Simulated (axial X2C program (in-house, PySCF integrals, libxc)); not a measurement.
## Low determinants of Pr⁺

Computed with an in-house all-electron X2C program for linear molecules (integrals from PySCF), basis dyall-v3z (cores contracted in-house), spin-free (one-electron X2C) and two-component (2c, atomic mean-field Coulomb and Gaunt terms). Energies in eV from the lowest row of each column (rows without correlated energies are left out; n/a marks j-coupled starts, which PBE0 does not hold); electrons by l are Mulliken totals of the Hartree–Fock solution, and PBE0 can relax to another configuration under the same block occupation. Coupled cluster uses truncated natural virtuals with an MP2 remainder. Frozen shells in the correlated columns: 4 s, 3 p, 2 d.

The low spin-free determinants:

```json
{"electrons by l": "s11 p24 d20 f3", "M_S, M_L": "2, 5", "HF": "0.00", "MP2": "0.00", "PBE0": "0.04"}
{"electrons by l": "s11 p24 d20 f3", "M_S, M_L": "2, 6", "HF": "0.06", "MP2": "0.05", "PBE0": "0.27"}
{"electrons by l": "s11 p24 d20 f3", "M_S, M_L": "1, 5", "HF": "0.09", "MP2": "0.10", "PBE0": "0.21"}
{"electrons by l": "s11 p24 d20 f3", "M_S, M_L": "1, 6", "HF": "0.15", "MP2": "0.15", "PBE0": "0.44"}
{"electrons by l": "s11 p24 d20 f3", "M_S, M_L": "2, 3", "HF": "0.39", "MP2": "0.29", "PBE0": "0.00"}
{"electrons by l": "s11 p24 d20 f3", "M_S, M_L": "1, 3", "HF": "0.49", "MP2": "0.39", "PBE0": "0.17"}
{"electrons by l": "s10 p24 d21 f3", "M_S, M_L": "2, 7", "HF": "0.47", "MP2": "0.56", "PBE0": "0.69"}
{"electrons by l": "s11 p24 d20 f3", "M_S, M_L": "2, 0", "HF": "0.97", "MP2": "0.72", "PBE0": "0.22"}
```

And the two-component ones:

| electrons by l | 2M_J | HF | MP2 | PBE0 |
| --- | --- | --- | --- | --- |
| s11 p24 d20 f3 | 6 | 0.00 | 0.00 | 0.00 |
| s11 p24 d20 f3 | 8 | 0.02 | 0.02 | 0.18 |
| s11 p24 d20 f3 | 8 | 0.09 | 0.10 | 0.17 |
| s11 p24 d20 f3 | 10 | 0.12 | 0.12 | 0.35 |
| s11 p24 d20 f3 | 2 | 0.47 | 0.36 | 0.04 |
| s11 p24 d20 f3 | 14 | 0.41 | 0.40 | 0.43 |
| s11 p24 d20 f3 | 4 | 0.56 | 0.46 | 0.21 |
| s11 p24 d20 f3 | 10 | 0.71 | 0.60 | 0.30 |

Single determinants need not be terms or J levels, so several rows can belong to one term; PBE0 has no current term and treats spin collinearly, and Hartree–Fock breaks spherical symmetry, which spreads rows that should be degenerate. The search is wide but not exhaustive and can miss a configuration; gaps between s and d configurations can be off by some tenths of an eV with this basis and core.

The run took 2.1 min on 1 thread of Arm Neoverse V2, with other jobs on the host.
